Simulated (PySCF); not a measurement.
Excitations are Tamm–Dancoff values on a coarser integration grid. The basis has no diffuse functions, so Rydberg states are missing or too high.

Cartesian coordinates (Å):
```xyz
9

S     -0.6257     0.8147     1.8737
Si     0.0006    -0.0001    -0.0001
S      1.5845    -1.3685     0.4313
S     -1.4841    -1.1059    -1.0680
S      0.5283     1.6601    -1.2382
H     -1.5238     1.6556     1.3274
H      2.3024    -0.4783     1.1412
H     -1.5718    -2.0824    -0.1458
H      0.7898     0.9047    -2.3214
```
Charge 0, multiplicity 1.

**Question.** Estimate the LUMO, T1 excitation (TDA) and S1 oscillator strength that PySCF with PBE-D3(BJ)/def2-TZVP // B3LYP-D3(BJ)/def2-TZVP returns for this input.

**Answer.** 
```
Item                       Value
----------------------  --------
LUMO                    -1.41 eV
T1 excitation (TDA)      4.80 eV
S1 oscillator strength     0.005
```
